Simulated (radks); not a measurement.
Ionisation ladder of tungsten, from W to W12+. Each ion is in the ground configuration listed by NIST, and IE = E(next ion) - E(this ion). Method: Dirac Kohn-Sham, PBE, spin-unpolarised, spherical densities, finite nucleus; open shells fill j = l - 1/2 first; Fermi nuclear charge, rms radius 5.3658 fm; computed with a radial shooting solver on a logarithmic mesh with Libxc functionals.

| species | configuration | IE, Delta-SCF (eV) | -e(HOMO) (eV) | HOMO | <r> HOMO (bohr) |
|---|---|---|---|---|---|
| W | [Xe] 4f14 5d4 6s2 | 8.763 | 4.648 | 5d3/2 | 2.04 |
| W+ | [Xe] 4f14 5d4 6s1 | 15.537 | 11.907 | 5d3/2 | 1.94 |
| W2+ | [Xe] 4f14 5d4 | 25.645 | 20.078 | 5d3/2 | 1.86 |
| W3+ | [Xe] 4f14 5d3 | ? | 31.430 | 5d3/2 | 1.74 |
| W4+ | [Xe] 4f14 5d2 | 50.631 | 43.959 | 5d3/2 | 1.64 |
| W5+ | [Xe] 4f14 5d1 | 64.539 | 57.450 | 5d3/2 | 1.57 |
| W6+ | [Xe] 4f14 | 121.95 | 108.01 | 4f7/2 | 0.604 |
| W7+ | [Xe] 4f13 | 139.97 | 133.37 | 5p3/2 | 1.18 |
| W8+ | [Kr] 4d10 4f14 5s2 5p4 | ? | 149.30 | 4f7/2 | 0.594 |
| W9+ | [Kr] 4d10 4f14 5s2 5p3 | ? | 168.20 | 5p3/2 | 1.15 |
| W10+ | [Kr] 4d10 4f14 5s2 5p2 | ? | 193.15 | 4f7/2 | 0.585 |
| W11+ | [Kr] 4d10 4f13 5s2 5p2 | 233.39 | 224.20 | 5p1/2 | 1.04 |
| W12+ | [Kr] 4d10 4f14 5s2 | 257.81 | 241.17 | 4f7/2 | 0.574 |

Estimate the withheld Delta-SCF values.

Answer. W3+: 37.607 eV (NIST 38.2); W8+: 158.73 eV (NIST 160); W9+: 177.80 eV (NIST 179); W10+: 208.93 eV (NIST 209).

Beside tabulated values, note that spin-unpolarised runs miss the spin-polarisation part of the exchange energy of open shells.
